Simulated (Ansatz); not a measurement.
Cost and result for the atomization energy of CH6GeOSi, SMILES `[OH][GeH]1[CH2][SiH2]1` (10 atoms, 10 bonds).

Z-matrix (Å, degrees):
```
Ge
C 1 1.983
Si 1 2.303 2 51.8
O 1 1.784 2 111.2 3 -112.3
H 1 1.533 2 117.5 3 118.0
H 2 1.088 1 114.4 3 111.6
H 2 1.087 1 117.8 3 -113.8
H 3 1.482 1 120.9 2 -103.0
H 3 1.483 1 121.7 2 103.3
H 4 0.959 1 111.6 2 126.7
```

Charge 0, multiplicity 1. Correlated methods include outer-core shells of Ge, which these sets cover unevenly. Scalar relativity is left out up to krypton. Geometry: relaxed with PBE0-D4/def2-TZVP. It is one conformer, not always the lowest. Program: Ansatz. All runs use 4 threads of an Intel Xeon 6975P-C on a shared host. Times are those of one run each, without the atoms' runs, and a repeat can differ threefold. Electronic energies, without spin–orbit coupling; frozen cores. CCSD(T)/CBS adds CCSD(T) − MP2 in def2-TZVPP to the MP2 limit, and its time is that of the two runs behind it. T1 = 0.012. With those shells the extrapolation isn't a true limit. B3LYP takes the VWN-RPA correlation (the form of Gaussian; ORCA's B3LYP/G).

CCSD(T)/CBS is a level of theory with its own doubt, some kJ/mol a heavy atom from the limit and from the frozen cores, so smaller differences don't rank the functionals.

```json
{"level": "PBE-D4/def2-TZVPP (with forces)", "functions": "236", "wall time": "1.9 s"}
{"level": "PBE0-D4/def2-TZVPP", "functions": "236", "wall time": "2.3 s"}
{"level": "r2SCAN-D4/def2-TZVPP (with forces)", "functions": "236", "wall time": "2.8 s"}
{"level": "B3LYP-D4/def2-TZVPP (with forces)", "functions": "236", "wall time": "3.3 s"}
{"level": "B2PLYP/def2-TZVPP", "functions": "236", "wall time": "3.7 s"}
{"level": "ωB97X-V/def2-TZVPP", "functions": "236", "wall time": "4.4 s"}
{"level": "ωB97M-V/def2-TZVPP (with forces)", "functions": "236", "wall time": "6.5 s"}
{"level": "MP2/def2-QZVPP", "functions": "453", "wall time": "16 s"}
{"level": "CCSD(T)/def2-TZVPP", "functions": "236", "wall time": "39 s"}
{"level": "CCSD(T)/CBS(def2)", "functions": "–", "wall time": "55 s"}
```

What atomization energy does each give, and how far from CCSD(T)/CBS? (An estimate is asked.)

Computed: 
```tsv
level	atomization (kJ/mol)	difference from CCSD(T)/CBS	per bond
PBE-D4/def2-TZVPP (with forces)	3284.5	14.9	1.5
PBE0-D4/def2-TZVPP	3234.8	-34.8	-3.5
r2SCAN-D4/def2-TZVPP (with forces)	3267.7	-1.9	-0.2
B3LYP-D4/def2-TZVPP (with forces)	3231.3	-38.3	-3.8
B2PLYP/def2-TZVPP	3205.0	-64.6	-6.5
ωB97X-V/def2-TZVPP	3272.3	2.7	0.3
ωB97M-V/def2-TZVPP (with forces)	3247.7	-21.9	-2.2
MP2/def2-QZVPP	3264.5	-5.1	-0.5
CCSD(T)/def2-TZVPP	3184.5	-85.1	-8.5
CCSD(T)/CBS(def2)	3269.6	0.0	0.0
```

The D4 term adds +33.6 kJ/mol with B3LYP and +17.5 kJ/mol with PBE0; it sums over pairs of atoms, weighted by their polarisabilities, and B3LYP, whose exchange is more repulsive, gets the larger term. In def2-TZVPP, CCSD(T) changes the Hartree–Fock value by +881.3 kJ/mol (the triples alone add +51.4 kJ/mol) and MP2 by +911.4 kJ/mol; breaking electron pairs costs correlation energy, which Hartree–Fock lacks. From PBE to PBE0 (25 % exact exchange), in def2-TZVPP and without D4, the atomization energy moves by −46.6 kJ/mol: exact exchange takes away binding that semilocal exchange gives to molecules.
